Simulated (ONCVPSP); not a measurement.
## cerium: one change to an ONCV potential, before and after

| Property | Result |
| --- | --- |
| Element | cerium |
| Generator | ONCVPSP 4.0.1 |
| Type | optimised norm-conserving Vanderbilt (ONCV) |
| Functional | PBE |
| Relativity | scalar-relativistic |
| Frozen core | [Kr] 4d10 |
| Valence charge | 12 |
| Reference configuration | 4f1 5s2 5p6 5d1 6s2 |
| Partial waves | 5s+6s: rc 2.05 bohr, ncon 4, nbas 8, qcut 4.7 1/bohr, 2 projectors; 5p: rc 2.10 bohr, ncon 5, nbas 8, qcut 5.8 1/bohr, 2 projectors, debl 2.6 Ha; 5d: rc 2.55 bohr, ncon 4, nbas 7, qcut 4 1/bohr, 2 projectors, debl 0.4 Ha; 4f: rc 1.55 bohr, ncon 4, nbas 8, qcut 10.9 1/bohr, 3 projectors, debl 3.4 Ha |
| Local potential | polynomial inside 1.40 bohr (lpopt 5, dvloc0 3 Ha) |
| Core correction | none |

Change: all radii scaled by about 0.92 (s 1.88, p 1.92, d 2.34, f 1.42 bohr); local potential polynomial inside 1.28 bohr (lpopt 5, dvloc0 3 Ha).

Cutoffs: the cutoffs (Ha) at which the residual kinetic energy of the hardest occupied pseudo-wave falls to 1 and 0.1 mHa per electron; they do not see the model core or the augmentation charge, which bear on the density cutoff. Errors are all-electron minus pseudo energies relative to the spin-unpolarised reference configuration.

Question: Predict the effect on cutoff, ghosts and configuration errors.

Answer: The potential gets harder (50 Ha and 56 Ha → 54 Ha and 69 Ha); the lowest positive-energy flag moves from s at 67.7 eV to s at 15.9 eV; the errors of the 3 common tests hardly move; neither file shows a bound ghost. A smaller radius makes the pseudo-wave follow the all-electron one further in, where it bends more sharply, so more plane waves are needed.

```csv
quantity,base,changed
"cutoff, loose",50 Ha,54 Ha
"cutoff, tight",56 Ha,69 Ha
loose cutoff by channel,"s 9.8 Ha, p 14 Ha, d 6.2 Ha, f 50 Ha","s 12 Ha, p 15 Ha, d 6.1 Ha, f 54 Ha"
bound ghosts,none,none
GHOST(+) flags under 300 eV,s at 67.7 eV,"s at 15.9 eV, p at 178.8 eV"
"tests counted as reliable (solved cleanly; for ONCVPSP, near-neutral configurations with less than one 5d electron left out)",3 of 4,3 of 4
"error for 4f1 5s2 5p6 5d1 6s1, meV [ΔE 6.07 eV]",-1.5,-1.4
"error for 4f1 5s2 5p6 5d1 6s0, meV [ΔE 17.15 eV]",-5.1,-4.5
"error for 4f1 5s2 5p6 5d0 6s0, meV [ΔE 36.33 eV]",-2.5,-2.3
```

Base: Tests not counted: 4f2 5s2 5p6 5d0 6s1 (all-electron energy unsafe for a near-neutral lanthanide with less than one 5d electron, printed error +149 meV). Changed file: Tests not counted: 4f2 5s2 5p6 5d0 6s1 (all-electron energy unsafe for a near-neutral lanthanide with less than one 5d electron, printed error +97 meV).
